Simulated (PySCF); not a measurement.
C₈H₆O.
SMILES with atom numbers: `[CH:1]#[C:2]/[CH:3]=[CH:4]\[c:5]1[cH:6][cH:7][cH:8][o:9]1`

Cartesian coordinates in Å at the GFN2-xTB level; atoms count from 1:
```
atom  x, y, z in Å
C1    -2.811    0.825    1.180
C2    -2.279   -0.132    0.682
C3    -1.740   -1.295    0.110
C4    -0.484   -1.444   -0.344
C5     0.555   -0.457   -0.336
C6     0.617    0.850    0.094
C7     1.928    1.294   -0.173
C8     2.575    0.239   -0.744
O9     1.760   -0.819   -0.848
H10   -3.248    1.676    1.612
H11   -2.428   -2.129    0.044
H12   -0.188   -2.395   -0.766
H13   -0.178    1.407    0.542
H14    2.336    2.263    0.029
H15    3.579    0.124   -1.105
```

NICS = −σ at a ghost point: NICS(0) at the centroid of the ring atoms, NICS(1) 1 Å to either side along the normal of their mean plane, zz for the tensor component along that normal. Level: GIAO PBE0/pcSseg-1 (PySCF, non-relativistic, gas phase) on the GFN2-xTB geometry, one conformer.

Ring bond lengths (Å), with Mayer bond orders in brackets: C5–C6 1.377 (1.46), C6–C7 1.410 (1.30), C7–C8 1.363 (1.57), C8–O9 1.339 (1.11), O9–C5 1.358 (1.01).

**Question.** Give the NICS values of each ring in ppm.

**Answer.** 
```csv
ring,type,NICS(0),"NICS(1), two faces","NICS(1)zz, two faces",rms pucker (Å),"centre to ring atoms, mean (Å)"
C5–C6–C7–C8–O9,5-membered ring with O; formal bonds all aromatic,-11.7,-10.2 / -10.2,-25.7 / -25.7,0.00,1.16
```

**Question.** What do they say, and how far can they be read as aromaticity?

**Answer.** 
- C5–C6–C7–C8–O9: mean NICS(1)zz -25.7 ppm, shielded. The ring is flat and has no four-coordinate atom; by the NICS criterion it is aromatic.

**Question.** And the bond-length index? HOMA = 1 − mean of α(R − Ropt)² over the ring bonds, with Krygowski's 1993 parameters (CC: Ropt 1.388 Å, α 257.7 Å⁻²; CO: Ropt 1.265 Å, α 157.38 Å⁻²).

**Answer.** 
- C5–C6–C7–C8–O9: HOMA 0.49; the largest term is that of O9–C5, α(R − Ropt)² = 1.37.

**Question.** What are the shieldings of the ring atoms and their hydrogens in the same run (means over atoms taken as equivalent)?

**Answer.** 
```
atoms                        environment  σ isotropic (ppm)
   C5        substituted aromatic carbon               27.7
   C6                 aromatic CH carbon               66.0
   C7                 aromatic CH carbon               67.6
   C8  aromatic CH next to a ring oxygen               39.5
   O9                  furan-type oxygen               30.2
  H13                  aromatic hydrogen              23.56
  H14                  aromatic hydrogen              24.91
  H15                  aromatic hydrogen              24.20
```
